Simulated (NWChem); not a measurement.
System: C4H4ClF; SMILES C(/C=C\F)=C/Cl

```xyz
10

F     -0.2886    -2.9673     0.0000
C      0.7327    -2.1168     0.0000
C      0.5615    -0.7899     0.0000
C     -0.7309    -0.1411     0.0000
C     -0.9491     1.1827     0.0000
Cl     0.3030     2.3695     0.0000
H      1.7035    -2.6196     0.0000
H      1.4605    -0.1696     0.0000
H     -1.6182    -0.7806     0.0000
H     -1.9523     1.6122     0.0000
```
Atoms are numbered in this order, from 1.

All runs: NWChem. Pople sets run with spherical d functions. Structure relaxed at the PBE0/def2-SVP level. Solvent water, SMD (1 M gas to 1 M solution), gas-phase geometry.

Problem. Order these by “dipole in solution (D)”, lowest first: PBE0/3-21G; PBE0/6-311++G**; PBE0/STO-3G; PBE0/6-31G*.

Solution. PBE0/6-311++G** (0.75), PBE0/6-31G* (1.16), PBE0/3-21G (1.39), PBE0/STO-3G (2.23)
